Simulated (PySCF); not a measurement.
SMILES F[SiH2]Cl, CAM-B3LYP/def2-SVP optimised geometry.

```
5

F      1.13    -0.64     0.00
Si    -0.48    -0.64     0.00
Cl    -1.13     1.30     0.00
H     -0.94    -1.30     1.23
H     -0.94    -1.30    -1.23
```

Density from CAM-B3LYP/def2-TZVP in PySCF 2.14.0 at that geometry.

Minimum of the electron density along straight lines between bonded atoms, close to the bond critical point (lines longer than 1.1 times the sum of covalent radii, or with two minima, are not listed):

| bond | length / Å | ρ at the minimum / e bohr⁻³ | ∇²ρ there / e bohr⁻⁵ | position (fraction from the first atom) |
|---|---|---|---|---|
| F1–Si2 | 1.612 | 0.135 | … | 0.58 |
| Si2–Cl3 | 2.049 | … | … | 0.36 |
| Si2–H4 | 1.477 | 0.130 | 0.11 | 0.49 |
| Si2–H5 | 1.477 | 0.130 | 0.11 | 0.49 |

Task: Some entries are withheld; supply them.

Result: 
- F1–Si2, ∇²ρ there / e bohr⁻⁵: 0.91
- Si2–Cl3, ρ at the minimum / e bohr⁻³: 0.102
- Si2–Cl3, ∇²ρ there / e bohr⁻⁵: 0.21
